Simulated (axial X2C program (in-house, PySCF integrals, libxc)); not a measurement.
**Spin–orbit effects down a group: molecules with Fe (ions), HF**

Computed with an in-house relativistic program for diatomic molecules, spin-free (one-electron X2C) or two-component (2c: spin–orbit coupling with atomic mean-field Coulomb and Gaunt terms, which also bring small scalar terms), in Dyall basis sets with cores contracted in-house; open shells are unrestricted.

Basis sets: Fe dyall-cv3z, H dyall-v3z, Li dyall-cv3z, Na dyall-cv3z.

| molecule | spin-free state | Re (Å) | ωe (cm⁻¹) | De (eV) | 2c state | Re 2c (Å) | ωe 2c (cm⁻¹) | De 2c (eV) |
| --- | --- | --- | --- | --- | --- | --- | --- | --- |
| FeH⁺ | M_S = 2, Λ = 1 | 1.647 | 1634.7 | 0.86 | Ω = 3 | 1.647 | 1633.7 | n/a |
| LiFe⁺ | M_S = 2, Λ = 0 | 2.984 | 220.1 | 0.86 | Ω = 2 | 2.985 | 220.0 | n/a |
| NaFe⁺ | M_S = 2, Λ = 0 | 3.331 | 115.2 | 0.57 | Ω = 2 | 3.331 | 115.2 | n/a |

Fragments in 2c: Fe+ + H, Fe + Li+, Fe + Na+. Each entry is the lowest single determinant of a limited PBE0 search at one distance. De goes to single-determinant-based atoms at the same level (for ions the charge split of lowest energy) and is withheld (n/a) where an atom does not fit its ground term or J level. Main or longest-lived isotopes. One determinant is a doubtful description, or other states lie close, for FeH⁺, LiFe⁺, NaFe⁺; these need not be ground states, and all values refer to the states named. Some open-shell Ω = 0 determinants are out of reach, so the Ω given for FeH⁺, LiFe⁺, NaFe⁺ need not be the lowest component. With several unpaired electrons the Ω given is that of one determinant, not necessarily of the lowest component.
